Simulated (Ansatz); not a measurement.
These are Ansatz (an electronic-structure program) with frozen-core CCSD(T)/aug-cc-pVTZ // r2SCAN-D4/def2-TZVPD values and carry that method's errors.

Ansatz 0.2 input:
```yaml
crystal:
  periodic: [false, false, false]
  atoms:
    - { symbol: O, position_ang: [-0.956867, -0.820963, 0.015893] }
    - { symbol: C, position_ang: [0.005543, -0.022191, -0.004965] }
    - { symbol: O, position_ang: [1.216603, -0.218901, -0.248568] }
    - { symbol: H, position_ang: [-0.265279, 1.062055, 0.237641] }
basis:
  gaussian: { orbitals: aug-cc-pVTZ }
correlation:
  method: ccsd_t
total_charge: -1
```

Output:

```
Functional definition: HF
973 factors; integrals over basis functions are off by at most 1.6e-3 eV
mean field evaluation 1: about -5121.2848 eV, gradient 3.0e1 eV
mean field evaluation 2: about -5121.2852 eV, gradient 3.0e1 eV
mean field evaluation 4: about -5123.1728 eV, gradient 3.1e0 eV
mean field evaluation 8: about -5123.2003 eV, gradient 3.2e-4 eV
mean field evaluation 16: about -5123.1997 eV, gradient 1.7e-1 eV
mean field -5123.20032737 eV, -188.2741394011 hartree, gradient 1.3e-6 eV, S^2 0.000000; 0 other end points of the search recorded, 0 dependent functions left out
3 core orbitals not correlated
reference -5123.20032737 eV, -188.2741394011 hartree; 9, 9 occupied and 149, 149 virtual orbitals, 973 factors
second order -17.87344326 eV of doubles, -0.00000000 eV of singles
cycle   1  -17.13065341 eV  change    7.4e-1 eV  update   1.2e-1
cycle   2  -17.64457035 eV  change   -5.1e-1 eV  update   4.2e-2
cycle   3  -17.76934716 eV  change   -1.2e-1 eV  update   2.1e-2
cycle   4  -17.75540679 eV  change    1.4e-2 eV  update   6.7e-3
cycle   5  -17.74649435 eV  change    8.9e-3 eV  update   3.3e-3
cycle   6  -17.74821578 eV  change   -1.7e-3 eV  update   1.3e-3
cycle   7  -17.74848056 eV  change   -2.6e-4 eV  update   4.9e-4
cycle   8  -17.74817532 eV  change    3.1e-4 eV  update   2.3e-4
cycle   9  -17.74813507 eV  change    4.0e-5 eV  update   8.3e-5
cycle  10  -17.74823922 eV  change   -1.0e-4 eV  update   3.9e-5
cycle  11  -17.74818995 eV  change    4.9e-5 eV  update   1.8e-5
cycle  12  -17.74818326 eV  change    6.7e-6 eV  update   6.6e-6
perturbative correction -0.84012462 eV, -0.0308740103 hartree
Total energy: -5141.78863525 eV, -188.9572471159 hartree
```

Cost: very roughly 19 core-seconds.
